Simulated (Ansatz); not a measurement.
Ansatz (a program for electronic structure) input (PBE-QIDH/def2-TZVPD):

Ansatz 0.2 input:
```yaml
crystal:
  periodic: [false, false, false]
  atoms:
    - {symbol: C, position_ang: [-1.02295599, 0.16202151, -0.18222466]}
    - {symbol: S, position_ang: [0.50216921, -0.03524627, 0.06037744]}
    - {symbol: H, position_ang: [-1.89697145, -0.40818871, 0.12730887]}
basis:
  gaussian:
    orbitals: def2-TZVPD
hamiltonian:
  xc: {name: PBE-QIDH}
magnetization: {spin_polarized: true, initial_magnetization: 1}
correlation: {electrons: outside_noble_gas}
```

Output:

```
Functional definition: PBE-QIDH
integrals: 0.05 GiB planned
582 factors; integrals over basis functions are off by at most 1.1e-3 eV
mean field: 0.29 GiB planned
mean field evaluation 1: about -11874.7621 eV, gradient 1.3e1 eV
mean field evaluation 2: about -11874.8408 eV, gradient 1.3e1 eV
mean field evaluation 4: about -11875.8185 eV, gradient 2.0e0 eV
mean field evaluation 8: about -11875.8703 eV, gradient 2.4e-1 eV
mean field evaluation 16: about -11875.8802 eV, gradient 2.4e-2 eV
mean field evaluation 32: about -11875.8754 eV, gradient 1.9e-1 eV
mean field -11875.88027088 eV, -436.4305501942 hartree, gradient 8.3e-6 eV, S^2 0.788200; 4 other end points of the search recorded, 0 dependent functions left out
6 core orbitals not correlated
reference -11875.88028338 eV, -436.4305506533 hartree; 6, 5 occupied and 80, 81 virtual orbitals, 582 factors
second order -9.51520227 eV of doubles, -0.00000000 eV of singles
Total energy: -11879.05201747 eV, -436.5471097312 hartree
```

It need not be the lowest isomer of its formula.
